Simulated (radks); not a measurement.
Problem. These are the eigenvalues of the occupied orbitals of an atom or ion with whole-number occupations (eV). Calculated with a radial shooting solver on a logarithmic mesh with Libxc functionals: non-relativistic Kohn-Sham, TPSS, spin-polarised, spherical densities, point nucleus; meta-GGA in the generalised Kohn-Sham scheme.

orbital  eigenvalue
1s up     -22102.32
1s down   -22079.97
2s up     -5017.455
2s down   -4980.756
2p up     -4892.067

Which element is it, and in what charge state? The configuration may be excited. Open shells, if any, are filled with parallel spins first.

Solution. Z = 42, molybdenum, charge +36: Mo36+ in [He] 2s2 2p2. The list shows which subshells hold electrons but not how many an open one holds; the 1s level, -812.25 hartree, gives Z - s = 40.3 by -(Z - s)^2/2, which with screening narrows Z to a few neighbours, and the depths of the outer levels then fix element, charge and occupations together.
